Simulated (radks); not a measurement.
The numbers below are computed, except where a source is named.
Q: All-electron atom: Re3+ in [Xe] 4f14 5d(up 2, down 2) (spins set by hand, not the high-spin state). Code: a radial shooting solver on a logarithmic mesh with Libxc functionals. Model: scalar-relativistic Kohn-Sham, PBE, spin-polarised, spherical densities, finite nucleus; Fermi nuclear charge, rms radius 5.3698 fm. Some entries of the table are withheld. Estimate them.

| orbital | occ. | eigenvalue (eV) | <r> (bohr) | <r^2> (bohr^2) |
|---|---|---|---|---|
| 1s | 2 | -71666.65 | 0.01804 | 0.0004480 |
| 2s | 2 | -12451.27 | 0.07623 | 0.006877 |
| 2p | 6 | -10872.61 | 0.06834 | (1) |
| 3s | 2 | -2905.792 | 0.1974 | 0.04457 |
| 3p | 6 | -2440.058 | 0.1979 | 0.04539 |
| 3d | 10 | -1911.337 | (2) | 0.03764 |
| 4s | 2 | -630.1060 | 0.4406 | 0.2191 |
| 4p | 6 | -477.2908 | 0.4685 | 0.2497 |
| 4d | 10 | -285.3350 | 0.4999 | 0.2894 |
| 5s | 2 | -114.9850 | 1.033 | 1.197 |
| 5p | 6 | -76.5418 | 1.196 | 1.617 |
| 4f | 14 | -72.2739 | 0.5796 | 0.4172 |
| 5d | 4 | -33.0608 | 1.678 | 3.259 |

A: 
(1) 2p <r^2> (bohr^2): 0.005708
(2) 3d <r> (bohr): 0.1792
